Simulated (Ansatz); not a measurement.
Mulliken charges of CH3F3OSi, SMILES `CO[Si](F)(F)F` from ωB97M-V/def2-TZVPP in Ansatz (PBE0-D4/def2-TZVP geometry).

| atom | x (Å) | y (Å) | z (Å) | charge (e) |
| --- | --- | --- | --- | --- |
| C1 | 0.213 | -1.132 | 0.801 | -0.185 |
| O2 | 0.733 | -0.146 | -0.073 | -0.328 |
| Si3 | -0.076 | 1.040 | -0.772 | 0.973 |
| F4 | -1.228 | 0.507 | -1.702 | -0.285 |
| F5 | 0.925 | 1.874 | -1.641 | -0.281 |
| F6 | -0.751 | 1.999 | 0.277 | -0.285 |
| H7 | 1.039 | -1.778 | 1.098 | 0.131 |
| H8 | -0.547 | -1.736 | 0.300 | 0.130 |
| H9 | -0.218 | -0.674 | 1.695 | 0.130 |

**Question.** By hand: the dipole of these point charges (1 e Å = 4.8032 D).

**Answer.** Σ q r = (-0.013, -0.518, 0.395) e Å, of length 0.652 e Å = 3.13 D.

**Question.** How does the dipole of the full density compare? (Estimate.)

**Answer.** Computed: (-0.028, -0.400, 0.310) e Å, 2.43 D; the point charges give 1.29 times that, at 2° from its direction.

Point charges leave out the atoms' own dipoles, such as those of lone pairs, and Mulliken's split depends on the basis, so the two needn't agree.
